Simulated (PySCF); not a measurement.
Al(H)(OH)(SH) (AlH3OS), SMILES [OH][AlH][SH]. Coordinates come from a TPSSh-D3(BJ)/def2-TZVP optimisation. One conformer was computed; it need not be the lowest.

TDA-LC-ωPBE/def2-SVPD run with PySCF puts the lowest singlet excitations at 6.72, 6.86, 6.88, 7.13, 8.00, 8.09 eV.

Q: What are the lowest excitation roots from ADC(2)/aug-cc-pVDZ (PySCF)? (Estimate from the structure and the level; the computed values follow.)

A: 6.30, 6.47, 6.64, 6.99, 7.28, 7.73 eV. S1 differs by -0.43 eV (second minus first; roots are paired by order, and the bases may differ).
